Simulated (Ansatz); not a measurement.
Species: SrF2, charge -1, multiplicity 2. SMILES of the parent species: [F][Sr][F]
Structure (B3LYP-D3(BJ)/def2-TZVP (Ansatz, a quantum-chemistry and plane-wave program) minimum search):
```xyz
3

Sr     0.2950    -0.1125    -0.1847
F     -0.8656     1.6329    -0.8477
F     -0.3800    -1.1580     1.6275
```
Charge -1, spin multiplicity 2.

Q: Give the harmonic wavenumbers at B3LYP-D3(BJ)/def2-TZVP (Ansatz, finite differences of forces, unscaled).

A: 103, 407, 412 cm⁻¹. Zero-point energy 1.3 kcal/mol.

Q: From these and the geometry, give the ideal-gas thermochemistry at 298.15 K and 1 atm (rigid rotor, harmonic oscillator).

A: Point group C2v, rotational symmetry number 2. Rotational constants 14.73, 3.76, 2.995 GHz. S(trans) 40.40, S(rot) 23.70, S(vib) 5.25, S(elec, spin only) 1.38, S 70.7 cal/(mol K). H(298) - H(0) 3.20 kcal/mol; G - E(el) -16.6 kcal/mol.
